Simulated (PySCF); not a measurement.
SMILES F[Si](F)(C#CB(C)C)F (C₄H₆BF₃Si) at its GFN2-xTB optimised geometry (Å):

```
15

Si    -1.3965    -2.5072     0.0038
F     -0.5840    -3.6791     0.6973
F     -2.7892    -2.4765     0.7613
F     -1.7287    -3.0411    -1.4517
C     -0.5242    -0.9050     0.0034
C      0.0571     0.1603     0.0024
B      0.7820     1.4895     0.0000
C     -0.0677     2.8136     0.0000
C      2.3553     1.4895     0.0000
H     -0.3587     3.0343     1.0283
H     -0.9941     2.7265    -0.5633
H      0.4803     3.6791    -0.3639
H      2.7789     0.6857     0.5983
H      2.7892     2.4311     0.3267
H      2.7006     1.3183    -1.0208
```

Computed with CAM-B3LYP/def2-TZVP run with PySCF.

Map of the deformation density (molecule minus spherical neutral atoms) (e/bohr³) on the plane z = 1.2 Å:

```
|33333333333333333333333333333|
|33333333333333333333333333333|
|33333333333333333333333333333|
|33333333333333333333333333333|
|33333333333333333333333333333|
|33333333333322223333333333333|
|33333333333212222333333333333|
|33333333333219622233223333333|
|33333333333224422222222333333|
|33333333333322221222222333333|
|33333333333322210122222333333|
|33333333333332110122222333333|
|33333333333332221222222333333|
|33333333333332222222112333333|
|33333333333333222222223333333|
|33333333333333333333333333333|
|33333333332222333333333333333|
|33333333322222233333333333333|
|33333334431122233333333333333|
|33333335651002233333333333333|
|33333326851012333333333333333|
|33333334531244333333333333333|
|33333333322466433333333333333|
|33333333333455333333333333333|
|33333333333333333333333333333|
|33333333333333333333333333333|
|33333333333333333333333333333|
|33333333333333333333333333333|
|33333333333333333333333333333|
```
Scale: ten equal steps from -0.014 (start of '0') to 0.023 (end of '9'), in the order '0123456789'; x runs from -6.00 to 6.00, y from -6.00 (bottom) to 6.00 (top).
